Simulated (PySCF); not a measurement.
Screening by computed properties: pick the candidate that meets the target.

All species are isolated and taken at one optimised geometry, non-relativistic unless stated. Electronic properties by PySCF.

The conformers computed, where there is a choice (atom-mapped SMILES and torsion angles):
- `[CH2:1]=[C:2]([CH2:3][F:4])[CH2:5][C:6]([F:7])([F:8])[F:9]`: C1–C2–C3–F4 -129°, C1–C2–C5–C6 -86°, C2–C5–C6–F7 -178°
- `[SiH3:1][C:2]#[C:3][SiH2:4][CH:5]([Cl:6])[Cl:7]`: C3–Si4–C5–Cl6 -63°
- `[CH2:1]=[CH:2][C:3](=[CH2:4])/[CH:5]=[CH:6]/[C:7]#[N:8]`: C1–C2–C3–C4 147°, C2–C3–C5–C6 -25°
- `[CH2:1]=[C:2]=[CH:3][CH2:4]/[CH:5]=[CH:6]\[C:7]#[N:8]`: C2–C3–C4–C5 106°, C3–C4–C5–C6 113°
- `[F:1][CH2:2][CH2:3]/[CH:4]=[CH:5]/[C:6]([F:7])([F:8])[F:9]`: F1–C2–C3–C4 -67°, C2–C3–C4–C5 117°, C4–C5–C6–F7 3°
- `[H]/[N:8]=[CH:7]\[C@H:3]([C:2]#[CH:1])[C:4]#[C:5][CH3:6]`: C2–C3–C7–N8 125°

**Question.** Wanted: lowest triplet excitation (Tamm–Dancoff) above 4 eV (TDA PBE0/def2-SVPD) and static isotropic polarisability above 95 au (PBE0/def2-SVPD), at GFN2-xTB geometries. Which candidate meets both?
A. `C=CC(=C)/C=C/C#N`
B. `[SiH3]C#C[SiH2]C(Cl)Cl`
C. `C=C=CC/C=C\C#N`
D. `C=C(CF)CC(F)(F)F`
E. `C1(C#C)(F)CC1`

**Answer.** B. Computed values:
```
               species  lowest triplet excitation (Tamm–Dancoff)  static isotropic polarisability
      C=CC(=C)/C=C/C#N                                   2.67 eV                          95.6 au
        C=C=CC/C=C\C#N                                   3.66 eV                          93.9 au
      C=C(CF)CC(F)(F)F                                   4.29 eV                          63.4 au
[SiH3]C#C[SiH2]C(Cl)Cl                                   4.56 eV                         119.5 au
         C1(C#C)(F)CC1                                   5.21 eV                          56.4 au
```

**Question.** Wanted: HOMO energy between -8 eV and -7.5 eV (PBE0/def2-SVPD) and smallest rotational constant below 0.84 GHz (GFN2-xTB), at GFN2-xTB geometries. Which candidate meets both?
A. `C=C=CC/C=C\C#N`
B. `C#CC1(F)CC1`
C. `C=C(F)C#CC`
D. `[H]/N=C\[C@H](C#C)C#CC`
E. `[SiH3]C#C[SiH2]C(Cl)Cl`
F. `C=C(CF)CC(F)(F)F`
G. `FCC/C=C/C(F)(F)F`

**Answer.** A. Computed values:
```
               species  HOMO energy  smallest rotational constant
      FCC/C=C/C(F)(F)F     -8.47 eV                     0.661 GHz
      C=C(CF)CC(F)(F)F     -8.24 eV                     0.913 GHz
[SiH3]C#C[SiH2]C(Cl)Cl     -8.12 eV                     0.398 GHz
        C=C=CC/C=C\C#N     -7.68 eV                     0.775 GHz
           C#CC1(F)CC1     -7.58 eV                     2.455 GHz
[H]/N=C\[C@H](C#C)C#CC     -7.43 eV                     0.992 GHz
            C=C(F)C#CC     -7.00 eV                     1.507 GHz
```

**Question.** Wanted: electronic spatial extent ⟨r²⟩ about the centre of nuclear charge between 1220 bohr² and 1300 bohr² (PBE0/def2-SVPD) and HOMO–LUMO gap above 5.6 eV (PBE0/def2-SVPD), at GFN2-xTB geometries. Which candidate meets both?
A. `[SiH3]C#C[SiH2]C(Cl)Cl`
B. `C=C(CF)CC(F)(F)F`
C. `C=CC(=C)/C=C/C#N`
D. `C1(C#C)(F)CC1`
E. `C=C=CC/C=C\C#N`

**Answer.** B. Computed values:
```csv
species,electronic spatial extent ⟨r²⟩ about the centre of nuclear charge,HOMO–LUMO gap
C1(C#C)(F)CC1,531 bohr²,7.79 eV
C=CC(=C)/C=C/C#N,1199 bohr²,5.00 eV
C=C(CF)CC(F)(F)F,1237 bohr²,7.59 eV
C=C=CC/C=C\C#N,1408 bohr²,6.11 eV
[SiH3]C#C[SiH2]C(Cl)Cl,2603 bohr²,7.01 eV
```

**Question.** Wanted: lowest singlet excitation above 7.25 eV (TDDFT PBE0/def2-SVPD) and dipole moment below 4 D (PBE0/def2-SVPD), at GFN2-xTB geometries. Which candidate meets both?
A. `FCC/C=C/C(F)(F)F`
B. `N#C/C=C/C(C=C)=C`
C. `C=C(CF)CC(F)(F)F`
D. `C=C=CC/C=C\C#N`
E. `[SiH3]C#C[SiH2]C(Cl)Cl`

**Answer.** A. Computed values:
```
               species  lowest singlet excitation  dipole moment
      N#C/C=C/C(C=C)=C                    4.53 eV         4.78 D
        C=C=CC/C=C\C#N                    5.17 eV         4.23 D
[SiH3]C#C[SiH2]C(Cl)Cl                    5.54 eV         2.24 D
      C=C(CF)CC(F)(F)F                    7.17 eV         2.01 D
      FCC/C=C/C(F)(F)F                    7.32 eV         3.89 D
```
